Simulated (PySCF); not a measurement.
r2SCAN on Li (lithium, neutral)

Configuration: [He] 2s1, 2S determinant. All numbers are calculated (PySCF 2.14, the non-relativistic Hamiltonian (point nucleus), in dyall-av2z).

| Property | Result |
| --- | --- |
| Total energy | -7.4795 hartree |
| One-electron energy | -9.7167 hartree |
| Hartree (Coulomb) energy | 4.0632 hartree |
| Exchange-correlation energy | -1.8260 hartree |
| Kinetic energy | 7.44425 hartree |
| ⟨S²⟩ | 0.7500 |
| ⟨L²⟩ | 0.000 |
| Sum of ⟨r⟩ | 4.955 bohr |
| Sum of ⟨r²⟩ | 17.95 bohr² |
| Density at the nucleus (Gaussians lack the cusp) | 13.5 bohr⁻³ |
| Spin density at the nucleus | 0.244 bohr⁻³ |
| Langevin diamagnetic susceptibility | -14.2 ×10⁻⁶ cm³/mol |

```csv
shell,electrons,mean orbital energy (hartree),"rms radius, mean of both spins (bohr)"
1s α,1,-1.95646,0.676
1s β,1,-1.95042,0.676
2s α,1,-0.12018,4.13
```
